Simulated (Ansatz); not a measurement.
Reaction (ligand exchange at the Si–O bond): `C[SiH](O)O[SiH2]O` + `C[Si](O)(O)O` → `C[SiH](O)O[Si](C)(O)O` + `O[SiH2]O`

Isolated molecules relaxed with PBE0-D4/def2-TZVP in Ansatz; ΔE leaves out vibrations. CBS: MP2 limit from def2 TZ/QZ plus the TZ coupled-cluster correction, frozen cores. Functionals use def2-TZVPP. Each species was taken in one conformer, which may not be the lowest.

```
        level  ΔE (eV)
       PBE-D4     0.02
       B2PLYP     0.02
          PBE     0.03
HF/def2-TZVPP     0.01
```

Question: What does CCSD(T)/CBS give? (Estimate.)

Answer: The calculation gave: +0.02 eV. The listed levels differ from it by 0.00, 0.00, 0.01, -0.01 eV.

Largest T1 diagnostic among the species: 0.011.
